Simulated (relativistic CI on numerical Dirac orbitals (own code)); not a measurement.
Method of calculation: Dirac-Coulomb-Breit CI, KLI orbitals optimised for each configuration, model QED (radiative potential, 1s self-energy scaled to tabulated hydrogen-like ionisation energies), unscaled Slater integrals (own radial code, finite nucleus).

The strongest absorption lines from the ground level of an ion, among the configurations computed and to levels below about 616 eV (vacuum wavelength in Å, gf): 31.028 (0.053), 34.833 (0.069), 35.690 (0.75), 35.693 (1), 35.924 (0.035), 36.132 (0.26), 37.324 (0.74), 39.710 (0.14).

Problem. Which ion is it?
A. Dy XLVI
B. Yb XLVIII
C. W LII
D. Dy XLIV

Solution. D. Dy XLIV has 23 electrons and the ground level 3s²3p⁶3d⁵ ⁴P5/2; the strongest line goes to 3s²3p⁵3d⁶ ⁴P°5/2. The pattern of lines fixes the number of electrons, and along that sequence the line energies rise steadily with the charge (about as its square where n changes within one kind of shell, about linearly where n is kept but much faster in heavy ions where fine structure, which grows about as Z⁴, sets the gap, and irregularly where shells cross), which fixes Z. Configurations outside the model, such as inner-shell arrays, can give stronger lines. At this charge energies of transitions that change n are usually good to better than 1 %, and those within a shell (Δn = 0) to a few per cent.

LS names give the leading component of a level, which can be under half, so a name can repeat, a term be missing and a line seem to break the LS rules.
